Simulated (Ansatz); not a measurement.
System: C$_{2}$H$_{9}$OSi$_{2}$ (charge 0, doublet). It need not be the lowest isomer of its formula. SMILES: [CH2][SiH](C)O[SiH3]
Coordinates optimised at B3LYP-D3(BJ)/def2-TZVP (Ansatz, a quantum-chemistry and plane-wave program):
```
Si
O 1 1.6464
Si 2 1.6343 1 145.05
H 3 1.4787 2 108.48 1 177.21
H 3 1.4826 4 109.36 2 -120.58
H 3 1.4832 4 109.31 5 -118.79
H 1 1.4845 2 106.02 3 163.41
C 1 1.8421 7 110.25 2 118.64
H 8 1.0850 1 122.93 7 92.42
H 8 1.0850 9 114.25 1 177.29
C 1 1.8662 7 109.56 2 -119.27
H 11 1.0917 1 110.76 7 57.70
H 11 1.0920 12 108.21 1 -122.16
H 11 1.0929 12 107.95 13 -116.67
```
Charge 0, spin multiplicity 2.

Parts of the frozen-core correlation energy in cc-pVTZ (Ansatz, hartree). Frozen orbitals: 13; correlated occupied orbitals by spin: 16 and 15; virtual: 255 and 256. UHF or UKS for open shells. Spin-orbit coupling is left out. Non-relativistic.

| term | value |
|---|---|
| reference (HF) | -733.86242 |
| MP2 opposite-spin | [?] |
| MP2 same-spin | -0.17024 |
| CCSD correlation | [?] |
| (T) | [?] |
| T1 diagnostic | 0.011 |
| largest doubles amplitude | 0.012 |
| <S^2> of the reference | 0.761 |

Complete the blanks.


- MP2 opposite-spin, value: -0.63200
- CCSD correlation, value: -0.86564
- (T), value: -0.03021
